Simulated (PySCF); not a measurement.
Species: C₃H₁₂OSi₃.
SMILES: `[SiH3][SiH2]O[SiH2]C1CC1`

Torsions of this conformer, `[SiH3:1][SiH2:2][O:3][SiH2:4][CH:5]1[CH2:6][CH2:7]1`: Si1–Si2–O3–Si4 180°, Si2–O3–Si4–C5 174°, O3–Si4–C5–C6 -152°.

The closed-shell ground state was solved at several levels (PySCF, density fitting, gas phase, non-relativistic). Geometry: PBE0-D3(BJ)/def2-SVP, one conformer, isolated molecule.

```
            level  basis functions  total energy (Eh)  HOMO (eV)  LUMO (eV)  gap (eV)  dipole (D)
wB97X-D/def2-SVPD              251         -1064.8069      -9.66       1.39     11.05        0.87
     KT2/pcSseg-1              200         -1076.0087      -6.73      -1.25      5.48        0.87
```

**Question.** What might PBE0/pcSseg-1 (200 basis functions) give for the same quantities?

**Answer.** Total energy -1064.6323 Eh, HOMO -7.89 eV, LUMO -0.22 eV, gap 7.67 eV, dipole 0.85 D.

**Question.** Over all these levels, which gives the widest orbital gap and which the narrowest?

**Answer.** wB97X-D/def2-SVPD (range-separated hybrid) has the widest, 11.05 eV, and KT2/pcSseg-1 (GGA) the narrowest, 5.48 eV. Functional and basis both differ between the two, so the spread mixes both effects.

**Question.** How far do the dipole and the HOMO energy spread over the levels?

**Answer.** The dipole runs from 0.85 to 0.87 D (mean 0.87 D) and the HOMO from -9.66 to -6.73 eV.

The pairwise dispersion term of wB97X-D wasn't added to the energies; at a given geometry it leaves orbitals and properties as they are.
